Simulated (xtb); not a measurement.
C6H18Si2, charge -1, doublet, at a GFN2-xTB geometry of the parent state (a state made from the parent by changing its charge; the spin is typed, not shown lowest); GFN1-xTB run with xtb 6.7.1.

xtb was given this input:
```
$ xtb mol.xyz --gfn 1 --chrg -1 --uhf 1 --json

# file mol.xyz
26

C     -1.85250354    -0.75341260    -1.64491509
Si    -1.15751455    -0.19252911     0.04867828
C     -2.11542853     1.38464731     0.55933844
C     -1.59427803    -1.55639574     1.31949060
Si     1.15751455     0.19252911    -0.04867828
C      1.85250354     0.75341260     1.64491509
C      1.59427803     1.55639574    -1.31949060
C      2.11542853    -1.38464731    -0.55933844
H     -1.38122298    -1.67339640    -1.97770833
H     -1.67730056    -0.00252223    -2.40956825
H     -2.92336754    -0.93233716    -1.60300705
H     -3.18676964     1.20960247     0.60524631
H     -1.80050263     1.73611210     1.53735739
H     -1.94720648     2.19230528    -0.14678963
H     -2.66467346    -1.73677739     1.36677783
H     -1.11614133    -2.49769952     1.06540523
H     -1.26551507    -1.28301853     2.31769233
H      2.92336754     0.93233716     1.60300705
H      1.38122298     1.67339640     1.97770833
H      1.67730056     0.00252223     2.40956825
H      1.26551507     1.28301853    -2.31769233
H      1.11614133     2.49769952    -1.06540523
H      2.66467346     1.73677739    -1.36677783
H      1.80050263    -1.73611210    -1.53735739
H      1.94720648    -2.19230528     0.14678963
H      3.18676964    -1.20960247    -0.60524631
```

What does xtb print? Leave out banner, timings and long lists.


```
   ID    Z sym.   atoms
    1    6 C      1, 3, 4, 6-8
    2   14 Si     2, 5
    3    1 H      9-26

           -------------------------------------------------
          |                Calculation Setup                |
           -------------------------------------------------

           -------------------------------------------------
          |                 G F N 1 - x T B                 |
           -------------------------------------------------

          ...................................................
          :                      SETUP                      :
          :.................................................:
          :  # basis functions                  80          :
          :  # atomic orbitals                  78          :
          :  # shells                           54          :
          :  # electrons                        51          :
          :  # halogen bonds                     0          :
          :  max. iterations                   250          :
          :  Hamiltonian                  GFN1-xTB          :
          :  restarted?                      false          :
          :  GBSA solvation                  false          :
          :  PC potential                    false          :
          :  electronic temp.          300.0000000     K    :
          :  accuracy                    1.0000000          :
          :  -> integral cutoff          0.2500000E+02      :
          :  -> integral neglect         0.1000000E-07      :
          :  -> SCF convergence          0.1000000E-05 Eh   :
          :  -> wf. convergence          0.2000000E-04 e    :
          :  Broyden damping             0.4000000          :
          :  net charge                         -1          :
          :  unpaired electrons                  1          :
          ...................................................

 iter      E             dE          RMSdq      gap      omega  full diag
   1    -26.5775482 -0.265775E+02  0.783E+00    0.00       0.0  T
   2    -26.5880396 -0.104914E-01  0.475E+00    0.00       1.0  T
   3    -26.5891811 -0.114145E-02  0.433E-01    0.00       1.0  T
   4    -26.5900596 -0.878450E-03  0.593E-02    0.00       1.0  T
   5    -26.5901119 -0.523001E-04  0.117E-02    0.00       1.7  T
   6    -26.5901127 -0.873444E-06  0.273E-03    0.00       7.2  T
   7    -26.5901128 -0.295952E-07  0.367E-04    0.00      53.4  T
[...]
         :: total energy             -26.223473706208 Eh    ::
[...]
     #   Z sym  total        # sym  WBO       # sym  WBO       # sym  WBO
 ---------------------------------------------------------------------------
     1   6 C    3.912 --     2 Si   0.969    11 H    0.955    10 H    0.954
                             9 H    0.954
     2  14 Si   4.482 --     5 Si   1.103     3 C    0.969     4 C    0.969
                             1 C    0.969
     3   6 C    3.912 --     2 Si   0.969    12 H    0.955    13 H    0.954
                            14 H    0.954
     4   6 C    3.912 --     2 Si   0.969    15 H    0.955    17 H    0.954
                            16 H    0.954
     5  14 Si   4.482 --     2 Si   1.103     8 C    0.969     7 C    0.969
                             6 C    0.969
     6   6 C    3.912 --     5 Si   0.969    18 H    0.955    20 H    0.954
                            19 H    0.954
     7   6 C    3.912 --     5 Si   0.969    23 H    0.955    21 H    0.954
                            22 H    0.954
     8   6 C    3.912 --     5 Si   0.969    26 H    0.955    24 H    0.954
                            25 H    0.954
     9   1 H    1.015 --     1 C    0.954
    10   1 H    1.015 --     1 C    0.954
    11   1 H    1.000 --     1 C    0.955
    12   1 H    1.000 --     3 C    0.955
    13   1 H    1.015 --     3 C    0.954
    14   1 H    1.015 --     3 C    0.954
    15   1 H    1.000 --     4 C    0.955
    16   1 H    1.015 --     4 C    0.954
    17   1 H    1.015 --     4 C    0.954
    18   1 H    1.000 --     6 C    0.955
    19   1 H    1.015 --     6 C    0.954
    20   1 H    1.015 --     6 C    0.954
    21   1 H    1.015 --     7 C    0.954
    22   1 H    1.015 --     7 C    0.954
    23   1 H    1.000 --     7 C    0.955
    24   1 H    1.015 --     8 C    0.954
    25   1 H    1.015 --     8 C    0.954
    26   1 H    1.000 --     8 C    0.955
 ---------------------------------------------------------------------------

Topologies differ in total number of bonds
Writing topology from bond orders to xtbtopo.mol

 dipole moment from electron density (au)
     X       Y       Z
  -0.0000   0.0000  -0.0000  total (Debye):    0.000

           -------------------------------------------------
          | TOTAL ENERGY              -26.223473706208 Eh   |
          | GRADIENT NORM               0.089621386956 Eh/α |
          | HOMO-LUMO GAP               0.000000007763 eV   |
           -------------------------------------------------

normal termination of xtb
```
